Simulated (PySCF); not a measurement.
**Polarisability and C₆ of Ba (barium, neutral)**

[Xe] 6s1 6p1, high-spin 3P determinant (an excited configuration). Computed with PySCF 2.14 in aug-cc-pVTZ-X2C, with scalar relativity by spin-free X2C-1e. Coupled (time-dependent) response in atomic units; α is the mean over directions.

```
method  mean α (bohr³)      α xx, yy, zz  C₆ (like pair)       S(−4)
   UHF            5151  3331, 8792, 3331           49740  1402000000
```

S(−4) is the Cauchy moment in α(ω) = α(0) + S(−4) ω² + …

Spin-orbit coupling is absent.

α(iu) at UHF:

```csv
u (hartree),α(iu) (bohr³)
0,5151
0.0500,194.5
0.100,112.8
0.200,49.30
0.300,29.16
0.500,15.61
0.750,9.593
1.00,6.634
1.50,3.745
2.00,2.424
3.00,1.295
5.00,0.5902
```

A single London oscillator, α(iu) = α/(1 + u²/ω²), gives C₆ = (3/4) ω α². Matching the computed C₆ needs ω = 4 × 49740 / (3 × 5151²) = 0.00250 hartree.

The components differ because the open shell of this determinant is not spherical; for a pure term their mean is the scalar polarisability.

Spin-orbit coupling, absent here, splits the open shell strongly.
